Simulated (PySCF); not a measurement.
**Potential energy of GaSb along the bond**

Set-up: Ga def2-SVP, Sb def2-SVP with ECP28; scalar-relativistic core potentials (PySCF 2.14). Energies in eV from Ga + Sb in their ground configurations at the same level. State: ³Σ⁻ (triplet), unpaired electrons π ↑↑.

```csv
R (Å),M06-L,UHF-MP2
2.388,-1.387,-0.700
2.499,-1.746,-1.043
2.610,-1.947,-1.227
2.694,-2.024,-1.290
2.777,-2.054,-1.305
2.860,-2.048,-1.284
2.971,-1.999,-1.214
3.110,-1.895,-1.075
3.277,-1.733,-0.857
3.499,-1.492,-0.581
```

Put a parabola through the three lowest points of the M06-L curve and estimate Re, k and ωe (reduced mass 43.9 u; 1 eV/Å² = 0.16022 mdyn/Å; ωe = 1302.8·√(k/μ) cm⁻¹).

Through R = 2.694, 2.777, 2.86 Å the second-order coefficient is 2.61 eV/Å², so Re ≈ 2.805 Å, k ≈ 0.837 mdyn/Å and ωe ≈ 180 cm⁻¹. A polynomial fit of higher order to the unrounded M06-L energies gives Re = 2.802 Å, k = 0.755 mdyn/Å, ωe = 171 cm⁻¹; anharmonicity and rounding make the difference.

The higher-order fit for each curve: M06-L: Re = 2.802 Å, ωe = 171 cm⁻¹, De = 2.06 eV; UHF-MP2: Re = 2.767 Å, ωe = 182 cm⁻¹, De = 1.31 eV.

Correlated steps freeze 13 core orbitals. Correlated levels converge slowly with the basis: in double zeta they bind strong bonds too weakly, by up to about 1 eV, and carry superposition errors of some tenths. Spin–orbit coupling is left out, which matters for elements this heavy, above all for dissociation energies. The state is the lowest determinant that a PBE0 search found; another state may lie lower at other levels.
